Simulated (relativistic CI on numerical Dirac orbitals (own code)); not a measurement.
# Pd5+: resonant inelastic scattering at the L2,3 edge

Computed with this model: Dirac-Coulomb-Breit CI, orbitals from a KLI potential per configuration, model QED (radiative potential, 1s self-energy scaled to tabulated hydrogen-like ionisation energies), valence Slater integrals scaled by 0.8, Kramers-Heisenberg scattering through one core-hole configuration in a parametric crystal field; configurations [Kr] 4d5 → [He] 2s2 2p5 3s2 3p6 3d10 4s2 4p6 4d6; 10 K; core-hole width 0.96 eV; summed over polarisations. Incident energies are the highest absorption maxima for each field (at most a few, so the weaker spin-orbit partner edge can be absent), on the computed scale of the free ion. Intensities are in per cent of the strongest line above 0.02 eV; levels within 1 cm⁻¹ are merged; final levels count from the ground level, the first row holds all elastic scattering, lines under 0.4 are left out and each table stops after 24 rows. The scale of the Slater integrals is a model choice and moves the terms in proportion.

Field parameters in Wybourne normalisation: D4h B²₀ = −7Ds, B⁴₀ = 21(Dq − Dt), B⁴₄ = 21√(5/14) Dq. The field is a parameter set, without covalency.

S is read from ⟨S²⟩ = S(S + 1).

D4h, 10Dq = 26000, Ds = -1500, Dt = 640 cm⁻¹:

| Final level (eV) | Degeneracy | Irrep | S | 3181.5 eV | 3183.5 eV |
| --- | --- | --- | --- | --- | --- |
| 0.000 | 2 | Γ7 | 0.87 | 508.3 | 2090.6 |
| 0.294 | 2 | Γ6 | 1.78 | 20.6 | 8.1 |
| 0.408 | 2 | Γ7 | 2.39 | 4.7 | 12.3 |
| 0.436 | 2 | Γ7 | 2.29 | 9.2 | 68.5 |
| 0.470 | 2 | Γ6 | 1.52 | 27.0 | 16.4 |
| 1.014 | 2 | Γ7 | 1.37 | 29.3 | 53.5 |
| 1.051 | 2 | Γ6 | 1.66 | 1.7 | 23.0 |
| 1.135 | 2 | Γ7 | 1.08 | 55.8 | 41.8 |
| 1.283 | 2 | Γ7 | 1.51 | 5.1 | 61.2 |
| 1.341 | 2 | Γ6 | 1.50 | 3.0 | 65.5 |
| 1.648 | 2 | Γ6 | 1.49 | 2.9 | 36.9 |
| 1.705 | 2 | Γ7 | 1.51 | 3.6 | 14.2 |
| 1.708 | 2 | Γ6 | 1.49 | 0.6 | 3.8 |
| 1.731 | 2 | Γ7 | 1.44 | 8.4 | 34.9 |
| 2.343 | 2 | Γ6 | 0.95 | 14.9 | 100.0 |
| 2.412 | 2 | Γ7 | 1.12 | 6.0 | 85.6 |
| 2.453 | 2 | Γ7 | 1.23 | 6.3 | 61.8 |
| 2.480 | 2 | Γ6 | 1.47 | 0.8 | 4.1 |
| 2.520 | 2 | Γ6 | 1.21 | 0.8 | 8.3 |
| 2.637 | 2 | Γ7 | 1.01 | 7.3 | 74.6 |
| 2.848 | 2 | Γ7 | 0.99 | 2.7 | 30.8 |
| 2.911 | 2 | Γ6 | 0.64 | 6.2 | 46.4 |
| 3.001 | 2 | Γ7 | 0.66 | 21.2 | 86.5 |
| 3.149 | 2 | Γ6 | 0.67 | 3.1 | 44.7 |

D4h, 10Dq = 26000, Ds = -860, Dt = 640 cm⁻¹:

| Final level (eV) | Degeneracy | Irrep | S | 3181.5 eV | 3183.5 eV |
| --- | --- | --- | --- | --- | --- |
| 0.000 | 2 | Γ7 | 0.95 | 422.9 | 1799.2 |
| 0.263 | 2 | Γ6 | 2.00 | 12.2 | 3.5 |
| 0.359 | 2 | Γ7 | 2.39 | 4.5 | 10.5 |
| 0.395 | 2 | Γ7 | 2.26 | 10.1 | 70.3 |
| 0.472 | 2 | Γ6 | 1.24 | 30.1 | 11.2 |
| 0.910 | 2 | Γ7 | 1.08 | 50.1 | 31.9 |
| 1.005 | 2 | Γ6 | 1.65 | 2.0 | 18.8 |
| 1.048 | 2 | Γ7 | 1.33 | 21.5 | 49.4 |
| 1.450 | 2 | Γ7 | 1.53 | 3.7 | 43.1 |
| 1.523 | 2 | Γ6 | 1.51 | 3.0 | 46.7 |
| 1.589 | 2 | Γ6 | 1.50 | 3.4 | 49.8 |
| 1.708 | 2 | Γ7 | 1.46 | 5.2 | 31.3 |
| 1.726 | 2 | Γ6 | 1.47 | 0.4 | 9.9 |
| 1.768 | 2 | Γ7 | 1.50 | 2.4 | 18.8 |
| 2.251 | 2 | Γ6 | 1.30 | 8.5 | 53.3 |
| 2.269 | 2 | Γ7 | 1.33 | 1.9 | 46.0 |
| 2.287 | 2 | Γ7 | 1.41 | 4.0 | 33.4 |
| 2.294 | 2 | Γ6 | 1.47 | 1.0 | 5.7 |
| 2.412 | 2 | Γ6 | 0.87 | 5.5 | 40.1 |
| 2.572 | 2 | Γ7 | 0.69 | 11.4 | 100.0 |
| 2.749 | 2 | Γ7 | 0.81 | 3.0 | 41.3 |
| 2.985 | 2 | Γ7 | 0.66 | 15.0 | 61.7 |
| 2.992 | 2 | Γ6 | 0.62 | 6.4 | 37.8 |
| 3.138 | 2 | Γ6 | 0.66 | 2.4 | 30.8 |

For the first field the strongest loss at the lowest incident energy is the level at 1.14 eV (S = 1.08, against 0.87 in the thermal ground state). Levels of other spin, the first over 8 % at 0.29 eV, appear because spin-orbit coupling of the core hole, and in heavier ions of the valence shell too, mixes spins.
